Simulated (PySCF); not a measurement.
Compound: [CrO3Cl]- (charge -1 and singlet state).
Geometry (PBE0-D3(BJ)/def2-SVP, Å), atoms numbered from 1 in this order:
```
atom  x, y, z in Å
Cr1    0.0671    0.1264    0.0631
O2     0.0029    0.0024    1.6254
O3     1.5518    0.1433   -0.4381
O4    -0.7065    1.3977   -0.4328
Cl5   -0.9153   -1.6698   -0.8176
```

Computed, not measured: TDDFT wB97X-D/def2-SVPD, vertical, gas phase, core orbitals frozen in the response in PySCF 2.14.0, density-fitted response routines.

Kohn–Sham orbitals with the atoms that hold most of them (Löwdin shares over 4%, at most four atoms; ? is withheld):

```csv
orbital,ε (eV),atoms
LUMO+2,4.03,"Cr1 57%, Cl5 18%, O2 8%, O4 8%"
LUMO+1,3.69,"Cr1 60%, O2 19%, O3 13%, O4 6%"
LUMO,3.69,"Cr1 60%, O4 19%, O3 13%, O2 6%"
HOMO,?,"O4 33%, O2 33%, O3 33%"
HOMO-1,-5.81,"Cl5 53%, O3 22%, O4 13%, O2 11%"
HOMO-2,-5.81,"Cl5 53%, O2 19%, O4 17%, O3 9%"
HOMO-3,-6.79,"Cl5 36%, O3 20%, O2 19%, O4 18%"
```

Task: What is the HOMO energy, and the HOMO–LUMO gap?

Result: ε(HOMO) = -5.60 eV; the gap is 9.29 eV (0.3414 hartree).

Within 0.005 eV of a neighbour in this list lie HOMO-2/HOMO-1 and LUMO/LUMO+1 (point group found: C3v); within a degenerate set the shares of single atoms can hang on how the components are chosen.

Task: The HOMO–LUMO gap is 9.29 eV. Where does the response calculation put the lowest singlet, and from which orbitals?

Result: S1 is at 3.42 eV (f = 0.0008), 5.87 eV below the gap, made of HOMO→LUMO/LUMO+1 (≥84%). S1/S2 lie within about 0.01 eV of each other. Without the coupling terms of the response equations the lowest excitation would equal the gap.

For S1 the Löwdin share of chromium is at most 1% in HOMO and 60% in LUMO (ligand-to-metal charge transfer by this measure).

Next come S2 at 3.42 eV (f 0.0008), HOMO→LUMO/LUMO+1 (≥84%); S3 at 3.96 eV (f 0.0000), HOMO→LUMO+2 (62%); S4 at 4.15 eV (f 0.015), HOMO-2/HOMO-1→LUMO/LUMO+1 (≥57%); S5 at 4.17 eV (f 0.0000), HOMO→LUMO+2 (33%), HOMO-2/HOMO-1→LUMO/LUMO+1 (≥33%).

Orbitals of the list HOMO-3 to LUMO+2 that lie within 0.01 eV of each other are written together with a slash and their weights summed (≥ marks a lower bound); for degenerate orbitals outside that list single weights are arbitrary.

Löwdin shares depend on the basis, the more so with diffuse functions.
